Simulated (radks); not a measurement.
All-electron atom: Gd2+ in [Kr] 4d10 4f8 5s1 5p6 5d1 (not the ground configuration).

Calculated with a radial shooting solver on a logarithmic mesh with Libxc functionals: Dirac Kohn-Sham, exchange-only PBE, spin-unpolarised, spherical densities, finite nucleus; open shells fill j = l - 1/2 first; Fermi nuclear charge, rms radius 5.1569 fm.

Energy parts (eV):
part                  energy
total             -306767.86
kinetic            334552.88
electron-nucleus  -753065.43
Hartree            118439.81
exchange            -6695.12

Orbitals (lengths in bohr, moments of r in powers of bohr; <r^-3> diverges for s and p1/2; r(max) is where P^2 peaks):
| orbital | occ. | eigenvalue (eV) | <r> | <r^2> | r(max) | <r^-3> | small-component weight |
|---|---|---|---|---|---|---|---|
| 1s1/2 | 2 | -50054.24 | 0.02191 | 0.0006549 | 0.01392 | - | 5.68e-02 |
| 2s1/2 | 2 | -8268.286 | 0.09275 | 0.01022 | 0.07917 | - | 1.26e-02 |
| 2p1/2 | 2 | -7852.483 | 0.07745 | 0.007416 | 0.05981 | - | 1.26e-02 |
| 2p3/2 | 4 | -7156.485 | 0.08429 | 0.008650 | 0.06563 | 9905 | 1.17e-02 |
| 3s1/2 | 2 | -1838.750 | 0.2440 | 0.06815 | 0.2245 | - | 3.98e-03 |
| 3p1/2 | 2 | -1658.402 | 0.2336 | 0.06348 | 0.2117 | - | 3.92e-03 |
| 3p3/2 | 4 | -1515.616 | 0.2467 | 0.07055 | 0.2240 | 2100 | 3.66e-03 |
| 3d3/2 | 4 | -1203.993 | 0.2187 | 0.05632 | 0.1780 | 352.9 | 3.54e-03 |
| 3d5/2 | 6 | -1172.870 | 0.2228 | 0.05829 | 0.1814 | 313.7 | 3.47e-03 |
| 4s1/2 | 2 | -377.3044 | 0.5537 | 0.3463 | 0.5163 | - | 1.26e-03 |
| 4p1/2 | 2 | -307.1433 | 0.5659 | 0.3647 | 0.5207 | - | 1.18e-03 |
| 4p3/2 | 4 | -275.5229 | 0.5957 | 0.4038 | 0.5470 | 465.7 | 1.09e-03 |
| 4d3/2 | 4 | -159.9675 | 0.6329 | 0.4652 | 0.5552 | 66.21 | 9.24e-04 |
| 4d5/2 | 6 | -154.2771 | 0.6435 | 0.4808 | 0.5638 | 58.01 | 9.00e-04 |
| 4f5/2 | 6 | -19.0878 | 0.8953 | 1.068 | 0.5710 | 7.832 | 5.13e-04 |
| 4f7/2 | 2 | -18.3755 | 0.9101 | 1.108 | 0.5762 | 7.529 | 5.02e-04 |
| 5s1/2 | 1 | -61.5600 | 1.342 | 2.025 | 1.203 | - | 2.66e-04 |
| 5p1/2 | 2 | -42.4367 | 1.505 | 2.569 | 1.312 | - | 2.11e-04 |
| 5p3/2 | 4 | -38.1665 | 1.599 | 2.901 | 1.390 | 62.02 | 1.88e-04 |
| 5d3/2 | 1 | -14.5456 | 2.428 | 6.914 | 1.904 | 3.941 | 8.04e-05 |
| 5d5/2 | 0 | -14.2161 | 2.480 | 7.208 | 1.946 | 3.392 | 7.69e-05 |
| 6s1/2 | 0 | -14.7017 | 3.468 | 13.42 | 3.123 | - | 4.33e-05 |
| 6p1/2 | 0 | -10.9481 | 4.103 | 18.79 | 3.703 | - | 3.18e-05 |
| 6p3/2 | 0 | -10.4137 | 4.284 | 20.48 | 3.891 | 8.008 | 2.99e-05 |

The highest occupied level is 5d3/2 at -14.546 eV. The configuration is held as typed, so some empty levels lie below it. Summed over all electrons, <r^2> = 43.28 bohr^2, which gives a Langevin (diamagnetic) susceptibility term of -34.3 x 10^-6 cm^3/mol.
